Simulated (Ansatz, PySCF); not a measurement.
OsH8 in two programs

OsH8 (singlet), relaxed with PySCF 2.14.0, RKS TPSS, Os def2-SVP with ECP60, H def2-SVP; non-relativistic Hamiltonian with scalar-relativistic core potentials where named; density fitting; no spin-orbit coupling:

```xyz
9

Os    0.0000    0.0000    0.1294
H     1.6677    0.0000    0.3851
H     0.0000    1.6677    0.3851
H    -1.6677    0.0000    0.3851
H     0.0000   -1.6677    0.3851
H     0.8824    0.8824   -0.8895
H    -0.8824    0.8824   -0.8895
H    -0.8824   -0.8824   -0.8895
H     0.8824   -0.8824   -0.8895
```

There the HOMO–LUMO gap is 3.17 eV. 

The same geometry by Ansatz 0.2.0 (PBE, PAW, a periodic box with 9 Å of vacuum):

```csv
spin-orbit coupling,gap (eV),largest force component (eV/Å)
without,2.89,0.40
```

Question: What does the run with spin-orbit coupling give?

Answer: gap (eV): 2.71, largest force component (eV/Å): 0.36. It took 20 s on 2 threads of Arm Neoverse V1, on a shared host, peak memory 1.8 GiB.

The spin-orbit runs use fully relativistic datasets of their own, so changes of a few hundredths of an eV needn't come from the coupling.

No frequency check is given that shows the relaxed geometry to be a minimum.

The two programs differ in functional, so their gaps don't test each other.
